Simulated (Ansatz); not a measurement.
Cost and result for the atomization energy of `F[Si]1(Cl)CO1` (7 atoms, 7 bonds).

Total charge 0; spin multiplicity 1. Geometry: relaxed with PBE0-D4/def2-TZVP. Program: Ansatz. All runs use 2 threads of an Intel Xeon Platinum 8488C on a shared host. Times are those of one run each, without the atoms' runs, and a repeat can differ threefold. Electronic energies, without spin–orbit coupling; frozen cores. CCSD(T)/CBS adds CCSD(T) − MP2 in def2-TZVPP to the MP2 limit, and its time is that of the two runs behind it. T1 = 0.012. HSE06 is the plane-wave form, built on full-range PBE exchange.

CCSD(T)/CBS is a level of theory with its own doubt, some kJ/mol a heavy atom from the limit and from the frozen cores, so smaller differences don't rank the functionals.

```json
{"level": "BLYP-D4/def2-TZVPP", "functions": "205", "wall time": "1.7 s", "atomization (kcal/mol)": "659.1", "difference from CCSD(T)/CBS": "-5.1", "per bond": "-0.7"}
{"level": "PBE-D4/def2-TZVPP (with forces)", "functions": "205", "wall time": "2.2 s", "atomization (kcal/mol)": "679.5", "difference from CCSD(T)/CBS": "15.3", "per bond": "2.2"}
{"level": "PBE0-D4/def2-TZVPP", "functions": "205", "wall time": "2.6 s", "atomization (kcal/mol)": "660.6", "difference from CCSD(T)/CBS": "-3.6", "per bond": "-0.5"}
{"level": "CCSD(T)/def2-SVP", "functions": "88", "wall time": "2.6 s", "atomization (kcal/mol)": "603.9", "difference from CCSD(T)/CBS": "-60.3", "per bond": "-8.6"}
{"level": "BHLYP-D4/def2-TZVPP", "functions": "205", "wall time": "2.7 s", "atomization (kcal/mol)": "628.8", "difference from CCSD(T)/CBS": "-35.4", "per bond": "-5.0"}
{"level": "HSE06-D4/def2-TZVPP", "functions": "205", "wall time": "2.8 s", "atomization (kcal/mol)": "661.2", "difference from CCSD(T)/CBS": "-3.0", "per bond": "-0.4"}
{"level": "r2SCANh-D4/def2-TZVPP", "functions": "205", "wall time": "3.9 s", "atomization (kcal/mol)": "660.1", "difference from CCSD(T)/CBS": "-4.1", "per bond": "-0.6"}
{"level": "PBE-QIDH/def2-TZVPP", "functions": "205", "wall time": "4.4 s", "atomization (kcal/mol)": "657.7", "difference from CCSD(T)/CBS": "-6.5", "per bond": "-0.9"}
{"level": "B97M-V/def2-TZVPP", "functions": "205", "wall time": "6 s", "atomization (kcal/mol)": "667.2", "difference from CCSD(T)/CBS": "3.0", "per bond": "0.4"}
{"level": "ωB97X-V/def2-TZVPP", "functions": "205", "wall time": "6.5 s", "atomization (kcal/mol)": "664.7", "difference from CCSD(T)/CBS": "0.5", "per bond": "0.1"}
{"level": "MP2/def2-QZVPP", "functions": "371", "wall time": "15 s", "atomization (kcal/mol)": "682.7", "difference from CCSD(T)/CBS": "18.5", "per bond": "2.6"}
{"level": "CCSD(T)/def2-TZVPP", "functions": "205", "wall time": "62 s", "atomization (kcal/mol)": "641.9", "difference from CCSD(T)/CBS": "-22.3", "per bond": "-3.2"}
{"level": "CCSD(T)/CBS(def2)", "functions": "–", "wall time": "76 s", "atomization (kcal/mol)": "664.2", "difference from CCSD(T)/CBS": "0.0", "per bond": "0.0"}
```

From BLYP to BHLYP (50 % exact exchange), in def2-TZVPP and without D4, the atomization energy moves by −26.6 kcal/mol: exact exchange takes away binding that semilocal exchange gives to molecules. At CCSD(T), def2-SVP lies −60.2 kcal/mol from the extrapolated value and def2-TZVPP −22.2 kcal/mol: correlation converges slowly with the basis, and small sets miss more of it in the bonded molecule than in its fragments. Leaving LDA and LC-ωPBE aside and taking each functional with its dispersion term where it has one, the values spread over 50.7 kcal/mol, from BHLYP-D4 to PBE-D4. LDA lies +97.0 kcal/mol from PBE without D4, its usual overbinding.
